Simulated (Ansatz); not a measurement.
Abridged output of a molecular run in Ansatz:

```
Functional definition: HF
1403 factors; integrals over basis functions are off by at most 1.1e-3 eV
mean field evaluation 1: about -16705.6862 eV, gradient 4.1e1 eV
mean field evaluation 2: about -16705.8773 eV, gradient 4.1e1 eV
mean field evaluation 4: about -16710.2479 eV, gradient 3.7e0 eV
mean field evaluation 8: about -16710.3289 eV, gradient 3.0e-1 eV
mean field evaluation 16: about -16710.3296 eV, gradient 1.6e-6 eV
mean field -16710.32959136 eV, -614.0932858144 hartree, gradient 1.6e-6 eV, S^2 0.000000; 0 other end points of the search recorded, 0 dependent functions left out
12 core orbitals not correlated: weight in the atoms' cores, before any rotation towards them, 1.000 or more for the frozen orbitals, at most 0.000 for the correlated occupied ones
reference -16710.32959136 eV, -614.0932858144 hartree; 11, 11 occupied and 221, 221 virtual orbitals, 1403 factors
second order -14.87699222 eV of doubles, -0.00000000 eV of singles
cycle   1  -15.71882680 eV  change   -8.4e-1 eV  update   9.4e-2
cycle   2  -16.18142882 eV  change   -4.6e-1 eV  update   3.0e-2
cycle   3  -16.26136307 eV  change   -8.0e-2 eV  update   1.5e-2
cycle   4  -16.25603142 eV  change    5.3e-3 eV  update   4.6e-3
cycle   5  -16.25427830 eV  change    1.8e-3 eV  update   2.5e-3
cycle   6  -16.25434167 eV  change   -6.3e-5 eV  update   8.5e-4
cycle   7  -16.25416233 eV  change    1.8e-4 eV  update   3.8e-4
cycle   8  -16.25421238 eV  change   -5.0e-5 eV  update   1.5e-4
cycle   9  -16.25426385 eV  change   -5.1e-5 eV  update   5.2e-5
cycle  10  -16.25425259 eV  change    1.1e-5 eV  update   1.9e-5
perturbative correction -0.67380075 eV, -0.0247617207 hartree
Total energy: -16727.25764470 eV, -614.7153803003 hartree
```

Its atoms:

Z-matrix (Å, degrees):
```
B
Al 1 2.222
Si 1 1.859 2 82.5
H 1 1.195 2 106.7 3 120.1
H 1 1.220 2 73.4 3 -124.1
N 2 1.766 1 113.7 3 -120.2
H 2 1.582 1 123.4 3 83.1
H 3 1.484 1 123.9 2 103.7
H 3 1.487 1 125.1 2 -68.1
H 6 1.007 2 124.7 1 21.0
H 6 1.008 2 124.5 1 -152.0
```

(1) Which basis set was used?
A. cc-pV(Q+d)Z
B. def2-TZVPP
C. def2-SVP
D. def2-SVPD

(2) Write the keys of the input that set method, charge and spin (a neutral closed shell needs none for the last two).

Results:

(1) B. It gives 244 functions.

(2) 
```yaml
correlation: {method: ccsd_t}
```
